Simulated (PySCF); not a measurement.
## Calculated data, CH5ClGeSi, B2GeH7N, BGeH5N2, CH5GeO and others

All values are calculated (PySCF 2.14.0). Calculation on a computer-drawn molecule: optimised geometry and harmonic frequencies of an isolated molecule of the commonest isotopes, restricted reference for singlets and unrestricted otherwise, frozen core in MP2; on germanium a core potential holds 10 electrons, which the energies leave out, and 3d is frozen in MP2 and coupled-cluster steps.

Common to all runs: method HF; basis and core potential on germanium cc-pVDZ-PP ECP10MDF.

(1) CH5ClGeSi

Start structure:
```xyz
9
CH5ClGeSi
Cl    -0.9194    -2.6773    -0.2100
Si    -0.4340    -0.9250     0.6422
C     -0.2295     0.4159    -0.7072
Ge    -0.3984     2.2017    -0.3318
H     -1.4414    -0.5224     1.6276
H      0.8252    -1.1349     1.4050
H      0.2796     0.1331    -1.5390
H     -0.2680     3.1647    -1.5438
H     -1.2048     2.7369     0.7961
```

* charge: 0
* multiplicity: 1
* basis: cc-pV(D+d)Z
* rotational constants: 9.352, 0.8585, 0.8283 GHz
* total energy: -1082.5978 hartree
* convergence status largest gradient component: 2.102e-05 hartree/bohr

Drawn bonds:
| atom | other atom | order |
| --- | --- | --- |
| 1 | 2 | 1 |
| 2 | 3 | 1 |
| 3 | 4 | 2 |
| 2 | 5 | 1 |
| 2 | 6 | 1 |
| 3 | 7 | 1 |
| 4 | 8 | 1 |
| 4 | 9 | 1 |

Optimised structure:
```xyz
9
CH5ClGeSi
Cl    -1.4018    -2.4457    -0.1731
Si    -0.3255    -0.8601     0.6627
C      0.0226     0.4512    -0.5678
Ge    -0.6342     2.0910    -0.4778
H     -1.1500    -0.3222     1.7617
H      0.8997    -1.4801     1.1999
H      0.6729     0.2331    -1.4103
H     -0.3154     3.1768    -1.4925
H     -1.5591     2.5487     0.6362
```

Modes:
| frequency (cm⁻¹) | reduced mass (dalton) |
| --- | --- |
| 65.1 | 6.757 |
| 168 | 3.289 |
| 186 | 2.489 |
| 349 | 1.713 |
| 517.2 | 2.591 |
| 551.6 | 1.552 |
| 563 | 1.364 |
| 592.6 | 1.56 |
| 742.7 | 1.289 |
| 801.2 | 1.342 |
| 849.5 | 1.398 |
| 933.1 | 1.154 |
| 955 | 1.087 |
| 981.2 | 1.55 |
| 1031 | 1.056 |
| 1227 | 1.985 |
| 2280 | 1.023 |
| 2291 | 1.018 |
| 2334 | 1.051 |
| 2337 | 1.031 |
| 3320 | 1.087 |

(2) B2GeH7N

Start structure:
```xyz
11
B2GeH7N
B     -0.6857    -2.4181    -0.9567
Ge     0.3633    -0.7188    -1.0447
B      0.5182     0.3416     0.7000
N     -0.0995     1.5359     0.7384
H     -0.2858    -3.3559    -0.7043
H     -1.8871    -2.3791    -1.1169
H     -0.1741     0.2711    -2.1321
H      1.7211    -0.9437    -1.6382
H      1.1514    -0.1423     1.5625
H     -0.6649     1.9351     0.0769
H     -0.1726     2.0645     1.6598
```

- charge: 0
- multiplicity: 1
- basis: cc-pVDZ
- rotational constants: 10, 2.394, 2.156 GHz
- total energy: -401.2760 hartree
- convergence status largest gradient component: 2.77e-05 hartree/bohr

Drawn bonds:
| atom | other atom | order |
| --- | --- | --- |
| 1 | 2 | 1 |
| 2 | 3 | 1 |
| 3 | 4 | 1 |
| 1 | 5 | 1 |
| 1 | 6 | 1 |
| 2 | 7 | 1 |
| 2 | 8 | 1 |
| 3 | 9 | 1 |
| 4 | 10 | 1 |
| 4 | 11 | 1 |

Optimised structure:
```xyz
11
B2GeH7N
B     -0.7158    -2.4526    -0.9823
Ge     0.3400    -0.6633    -1.1572
B      0.4566     0.3375     0.6830
N     -0.0884     1.6021     0.8449
H     -0.1742    -3.4471    -0.5849
H     -1.8879    -2.5174    -1.2326
H     -0.3177     0.2524    -2.2146
H      1.7667    -0.9580    -1.6629
H      0.9966    -0.1728     1.6289
H     -0.5495     2.1040     0.1144
H     -0.0421     2.1055     1.7077
```

Modes:
| frequency (cm⁻¹) | reduced mass (dalton) |
| --- | --- |
| 53.98 | 2.598 |
| 98.22 | 1.052 |
| 135.9 | 2.491 |
| 235 | 2.602 |
| 418.1 | 1.233 |
| 496.5 | 1.403 |
| 517.7 | 1.82 |
| 568 | 3.451 |
| 624.7 | 1.253 |
| 644.7 | 1.397 |
| 731.1 | 1.127 |
| 808.2 | 1.17 |
| 942.6 | 1.128 |
| 962.1 | 1.144 |
| 965.1 | 1.152 |
| 990.8 | 1.189 |
| 1215 | 1.458 |
| 1259 | 1.144 |
| 1394 | 3.613 |
| 1757 | 1.215 |
| 2145 | 1.022 |
| 2168 | 1.017 |
| 2671 | 1.057 |
| 2681 | 1.09 |
| 2754 | 1.126 |
| 3802 | 1.051 |
| 3904 | 1.099 |

(3) BGeH5N2

Start structure:
```xyz
9
BGeH5N2
N     -0.7289    -0.4273     2.0047
B     -1.1238    -0.9358     1.0099
Ge    -1.7229    -1.8428    -0.5756
N     -1.6282    -0.7821    -2.0260
H     -0.3937     0.0289     2.8194
H     -1.0441    -3.2104    -0.8828
H     -3.2329    -2.1996    -0.6317
H     -1.8659    -1.1017    -2.9902
H     -0.6930    -0.2619    -2.1496
```

* charge: 0
* multiplicity: 1
* basis: cc-pVDZ
* rotational constants: 11.49, 2.52, 2.13 GHz
* total energy: -429.8923 hartree
* convergence status largest gradient component: 1.126e-05 hartree/bohr

Drawn bonds:
| atom | other atom | order |
| --- | --- | --- |
| 1 | 2 | 2 |
| 2 | 3 | 1 |
| 3 | 4 | 1 |
| 1 | 5 | 1 |
| 3 | 6 | 1 |
| 3 | 7 | 1 |
| 4 | 8 | 1 |
| 4 | 9 | 1 |

Optimised structure:
```xyz
9
BGeH5N2
N     -0.7162    -0.4051     2.0460
B     -1.1220    -0.9501     1.0228
Ge    -1.7817    -1.8861    -0.6822
N     -1.6001    -0.6999    -2.0819
H     -0.3997     0.0396     2.8666
H     -0.9927    -3.1922    -0.8686
H     -3.2675    -2.2244    -0.5645
H     -1.8853    -1.0776    -2.9699
H     -0.6682    -0.3369    -2.1902
```

Modes:
| frequency (cm⁻¹) | reduced mass (dalton) |
| --- | --- |
| 125.8 | 2.821 |
| 180.2 | 1.224 |
| 265 | 2.488 |
| 371.6 | 4.958 |
| 443.8 | 10.03 |
| 550.7 | 1.182 |
| 559.5 | 1.299 |
| 566.2 | 1.242 |
| 638.6 | 1.615 |
| 703.4 | 2.361 |
| 758.4 | 1.208 |
| 835 | 1.083 |
| 965.7 | 1.034 |
| 1005 | 1.13 |
| 1704 | 1.093 |
| 2078 | 7.662 |
| 2193 | 1.022 |
| 2246 | 1.018 |
| 3729 | 1.051 |
| 3818 | 1.094 |
| 4082 | 1.103 |

(4) CH5GeO

Start structure:
```xyz
8
CH5GeO
C     -2.2969    -0.7592    -0.1753
O     -1.4427    -0.3978    -1.2512
Ge    -1.5236    -0.7614    -3.0011
H     -3.3431    -0.8266    -0.5269
H     -1.9674    -1.6708     0.2007
H     -2.2631     0.0905     0.6755
H     -0.6585     0.5326    -3.3308
H     -3.0122    -0.2712    -3.3087
```

* charge: 0
* multiplicity: 2
* basis: cc-pVDZ
* rotational constants: 37.65, 3.952, 3.723 GHz
* total energy: -408.9868 hartree
* spin squared: 0.7546
* convergence status largest gradient component: 1.73e-05 hartree/bohr

Drawn bonds:
| atom | other atom | order |
| --- | --- | --- |
| 1 | 2 | 1 |
| 2 | 3 | 1 |
| 1 | 4 | 1 |
| 1 | 5 | 1 |
| 1 | 6 | 1 |
| 3 | 7 | 1 |
| 3 | 8 | 1 |

Optimised structure:
```xyz
8
CH5GeO
C     -2.3142    -0.7053    -0.1679
O     -1.4756    -0.1334    -1.1290
Ge    -1.5058    -0.5845    -2.8512
H     -3.3703    -0.6482    -0.4552
H     -2.0657    -1.7556     0.0178
H     -2.1868    -0.1565     0.7659
H     -0.6236     0.4595    -3.5461
H     -2.9655    -0.5399    -3.3520
```

Modes:
| frequency (cm⁻¹) | reduced mass (dalton) |
| --- | --- |
| 103 | 1.06 |
| 144.2 | 1.41 |
| 241 | 3.133 |
| 643.9 | 3.699 |
| 702.7 | 1.317 |
| 768.1 | 1.081 |
| 903 | 1.029 |
| 1214 | 6.919 |
| 1268 | 1.273 |
| 1294 | 1.368 |
| 1593 | 1.141 |
| 1600 | 1.049 |
| 1604 | 1.046 |
| 2143 | 1.018 |
| 2203 | 1.023 |
| 3145 | 1.035 |
| 3203 | 1.106 |
| 3254 | 1.101 |

(5) CH7AlGe

Start structure:
```xyz
10
CH7AlGe
Al    -0.6445    -0.0033     1.4719
C     -0.0697     0.8831    -0.1825
Ge    -0.9103     2.7400    -0.0927
H      0.2018     0.1399     2.9143
H     -1.9866    -0.8009     1.6305
H      1.0933     1.0861    -0.2096
H     -0.3307     0.4201    -1.0723
H     -2.3875     2.6133    -0.0723
H     -0.5160     3.5485    -1.3364
H     -0.5011     3.4246     1.0990
```

- charge: 0
- multiplicity: 1
- basis: cc-pV(D+d)Z
- rotational constants: 18.09, 1.924, 1.846 GHz
- total energy: -577.2206 hartree
- convergence status largest gradient component: 4.538e-05 hartree/bohr

Drawn bonds:
| atom | other atom | order |
| --- | --- | --- |
| 1 | 2 | 1 |
| 2 | 3 | 1 |
| 1 | 4 | 1 |
| 1 | 5 | 1 |
| 2 | 6 | 1 |
| 2 | 7 | 1 |
| 3 | 8 | 1 |
| 3 | 9 | 1 |
| 3 | 10 | 1 |

Optimised structure:
```xyz
10
CH7AlGe
Al    -0.6069    -0.0782     1.5489
C     -0.1259     0.9724    -0.0351
Ge    -0.8961     2.7808    -0.1590
H      0.2922    -0.0152     2.8499
H     -1.9031    -0.9862     1.5378
H      0.9620     1.0993    -0.0867
H     -0.4405     0.4454    -0.9440
H     -2.4312     2.7135    -0.1599
H     -0.4412     3.4846    -1.4440
H     -0.4606     3.6349     1.0419
```

Modes:
| frequency (cm⁻¹) | reduced mass (dalton) |
| --- | --- |
| 66.21 | 1.017 |
| 96.66 | 1.186 |
| 134.9 | 4.667 |
| 434.2 | 1.037 |
| 497.5 | 2.787 |
| 524.2 | 1.068 |
| 568.4 | 1.191 |
| 699.5 | 1.766 |
| 716.6 | 2.03 |
| 777.9 | 1.458 |
| 846.7 | 1.068 |
| 938.1 | 1.045 |
| 965.5 | 1.026 |
| 970.6 | 1.023 |
| 1055 | 1.034 |
| 1077 | 1.392 |
| 1491 | 1.09 |
| 1977 | 1.059 |
| 1984 | 1.025 |
| 2194 | 1.023 |
| 2198 | 1.023 |
| 2220 | 1.012 |
| 3158 | 1.057 |
| 3216 | 1.103 |

(6) Al2GeH5N

Start structure:
```xyz
9
Al2GeH5N
Al     0.2482     1.0254    -0.2431
N     -1.0573     1.6087    -1.0416
Ge    -1.6529     1.0119    -2.6210
Al    -1.7228    -1.3237    -3.3169
H      1.4631     0.1687     0.3118
H     -0.3549     0.9444    -3.6677
H     -2.3984     2.1829    -3.2415
H     -0.4936    -1.6229    -4.2752
H     -2.5586    -2.5685    -2.8973
```

- charge: 0
- multiplicity: 1
- basis: cc-pV(D+d)Z
- rotational constants: 5.132, 1.263, 1.026 GHz
- total energy: -834.5214 hartree
- convergence status largest gradient component: 2.014e-06 hartree/bohr

Drawn bonds:
| atom | other atom | order |
| --- | --- | --- |
| 1 | 2 | 2 |
| 2 | 3 | 1 |
| 3 | 4 | 1 |
| 1 | 5 | 1 |
| 3 | 6 | 1 |
| 3 | 7 | 1 |
| 4 | 8 | 1 |
| 4 | 9 | 1 |

Optimised structure:
```xyz
9
Al2GeH5N
Al     0.2594     0.9843     0.1466
N     -0.3938     0.9678    -1.3319
Ge    -1.1276     0.9260    -2.9854
Al    -1.7443    -1.4207    -3.6408
H      0.8863     0.9924     1.5678
H     -0.1438     1.5344    -4.0153
H     -2.3726     1.8461    -3.0341
H     -2.4095    -1.7633    -5.0432
H     -1.4814    -2.6402    -2.6562
```

Modes:
| frequency (cm⁻¹) | reduced mass (dalton) |
| --- | --- |
| 52.52 | 1.044 |
| 55.89 | 5.638 |
| 112.7 | 4.379 |
| 174.7 | 6.115 |
| 322.5 | 9.323 |
| 348.1 | 1.1 |
| 451.4 | 1.315 |
| 457.4 | 7.367 |
| 467.5 | 1.158 |
| 470.2 | 1.144 |
| 605.5 | 1.192 |
| 755.9 | 1.069 |
| 803.1 | 1.072 |
| 863.4 | 1.067 |
| 958.7 | 1.023 |
| 1343 | 11.71 |
| 1946 | 1.058 |
| 1950 | 1.026 |
| 2109 | 1.053 |
| 2111 | 1.023 |
| 2136 | 1.017 |

(7) B2GeH6O

Start structure:
```xyz
10
B2GeH6O
B     -0.7531    -0.4110    -1.1115
Ge     1.2251    -0.6872    -0.7710
B      1.8459     0.5200     0.8037
O      1.6582     0.0897     1.9167
H     -1.5176    -1.0973    -0.5417
H     -1.1124     0.3738    -1.8701
H      1.5929    -2.0227    -0.4498
H      2.0511    -0.3612    -1.9455
H      2.2339     1.5919     0.5921
H      1.8999     0.6050     2.7303
```

- charge: 0
- multiplicity: 1
- basis: cc-pVDZ
- rotational constants: 9.51, 2.45, 2.178 GHz
- total energy: -421.1076 hartree
- convergence status largest gradient component: 3.07e-06 hartree/bohr

Drawn bonds:
| atom | other atom | order |
| --- | --- | --- |
| 1 | 2 | 1 |
| 2 | 3 | 1 |
| 3 | 4 | 1 |
| 1 | 5 | 1 |
| 1 | 6 | 1 |
| 2 | 7 | 1 |
| 2 | 8 | 1 |
| 3 | 9 | 1 |
| 4 | 10 | 1 |

Optimised structure:
```xyz
10
B2GeH6O
B     -0.7876    -0.4375    -1.2212
Ge     1.2138    -0.7361    -0.7094
B      1.7832     0.5572     0.8415
O      1.9537     0.0585     2.0807
H     -1.6440    -1.2211    -0.9197
H     -1.1175     0.5556    -1.8091
H      1.4872    -2.2012    -0.3304
H      2.0806    -0.4145    -1.9443
H      1.9460     1.7359     0.6410
H      2.2085     0.7043     2.7242
```

Modes:
| frequency (cm⁻¹) | reduced mass (dalton) |
| --- | --- |
| 29.89 | 3.242 |
| 80.25 | 1.064 |
| 140.4 | 2.526 |
| 241.4 | 3.792 |
| 418.7 | 1.213 |
| 505.6 | 1.743 |
| 539.2 | 1.822 |
| 578.6 | 1.89 |
| 650.4 | 1.524 |
| 713.1 | 1.094 |
| 806.9 | 1.177 |
| 931.1 | 1.27 |
| 944.6 | 1.215 |
| 990.7 | 1.224 |
| 1067 | 1.028 |
| 1257 | 1.14 |
| 1269 | 1.664 |
| 1396 | 4.107 |
| 2162 | 1.021 |
| 2190 | 1.018 |
| 2649 | 1.092 |
| 2675 | 1.053 |
| 2758 | 1.127 |
| 4139 | 1.066 |

(8) ClGeH2O

Start structure:
```xyz
5
ClGeH2O
O     -2.1783    -0.6178    -0.1007
Ge    -2.9718     0.7303    -0.6393
Cl    -4.7335     0.7999     0.2927
H     -1.2465    -1.0350    -0.3779
H     -2.2991     1.5514    -1.7311
```

- charge: 1
- multiplicity: 1
- basis: cc-pV(D+d)Z
- rotational constants: 17.49, 3.643, 3.015 GHz
- total energy: -828.6695 hartree
- convergence status largest gradient component: 2.562e-05 hartree/bohr

Drawn bonds:
| atom | other atom | order |
| --- | --- | --- |
| 1 | 2 | 1 |
| 2 | 3 | 1 |
| 1 | 4 | 1 |
| 2 | 5 | 1 |

Optimised structure:
```xyz
5
ClGeH2O
O     -2.1104    -0.7268    -0.0738
Ge    -2.9324     0.6391    -0.6365
Cl    -4.7561     0.9147     0.2384
H     -1.2472    -0.9682    -0.4031
H     -2.3832     1.5701    -1.6813
```

Modes:
| frequency (cm⁻¹) | reduced mass (dalton) |
| --- | --- |
| 217.5 | 8.008 |
| 438 | 1.076 |
| 536.2 | 30.2 |
| 549.9 | 1.151 |
| 742.3 | 1.037 |
| 855.4 | 3.424 |
| 925.8 | 1.484 |
| 2374 | 1.022 |
| 4050 | 1.068 |
